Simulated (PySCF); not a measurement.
Compound: C₅H₁₁Ga.
SMILES: `[CH2]1[Ga]([CH3])[CH2]CC1`

The closed-shell ground state was solved at several levels (PySCF, density fitting, gas phase). The structure is a single PBE0-D3(BJ)/def2-SVP conformer in the gas phase; no vibrational or solvent corrections. The calculation is non-relativistic and has no spin–orbit coupling, an omission that weighs most on gallium.

```tsv
level	basis functions	HOMO (eV)	LUMO (eV)	gap (eV)	dipole (D)
PBE/pcSseg-1	181	-5.49	-1.44	4.05	0.68
PBE0/pcSseg-1	181	-6.66	-0.63	6.03	0.74
PBE0/def2-SVPD	226	-6.63	-0.61	6.02	0.65
```

**Question.** Estimate the row for B3LYP/pcJ-1 (pcSseg-1 on Ga), a basis of 286 functions; the other rows only guide the guess.

**Answer.** HOMO -6.42 eV, LUMO -0.89 eV, gap 5.53 eV, dipole 0.70 D.

**Question.** How far do the dipole and the HOMO energy spread over the levels?

**Answer.** The dipole runs from 0.65 to 0.74 D (mean 0.69 D) and the HOMO from -6.66 to -5.49 eV.
